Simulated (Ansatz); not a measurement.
Al2F4H2S2, SMILES `[F][Al-]1([F])[SH+][Al-]([F])([F])[SH+]1`, relaxed with RKS PBE-D4/def2-SVP in Ansatz 0.2.0 from a rough embedded geometry. The force threshold is 0.03 eV/Å; the program also tests the step.

Charge 0, multiplicity 1.

Start:

```xyz
10

F     2.764    0.565    0.802
Al    1.263    0.660   -0.254
F     1.563    1.666   -1.685
S    -0.506    1.342    0.786
Al   -1.271   -0.670    0.296
F    -2.729   -0.560   -0.800
F    -1.585   -1.669    1.721
S     0.530   -1.392   -0.853
H    -1.201    2.349    0.065
H     1.171   -2.292   -0.078
```

| step | energy (eV) | largest force (eV/Å) | largest move (Å) |
| --- | --- | --- | --- |
| 1 | -45729.0146 | 4.452 | 0.000 |
| 2 | -45730.1042 | 2.190 | 0.195 |
| 3 | -45730.4395 | 0.649 | 0.191 |
| 4 | -45730.4783 | 0.530 | 0.049 |
| 5 | -45730.5245 | 0.056 | 0.073 |
| 6 | -45730.5261 | 0.024 | 0.025 |

End:

```xyz
10

F     2.649    0.445    0.736
Al    1.355    0.702   -0.293
F     1.432    1.685   -1.645
S    -0.516    1.394    0.964
Al   -1.356   -0.704    0.289
F    -2.617   -0.421   -0.773
F    -1.481   -1.697    1.630
S     0.527   -1.410   -0.944
H    -1.085    2.065   -0.082
H     1.093   -2.059    0.117
```

Run time 12 s (4 threads of an Intel Xeon Platinum 8259CL on a shared host); peak host memory 0.23 GiB.
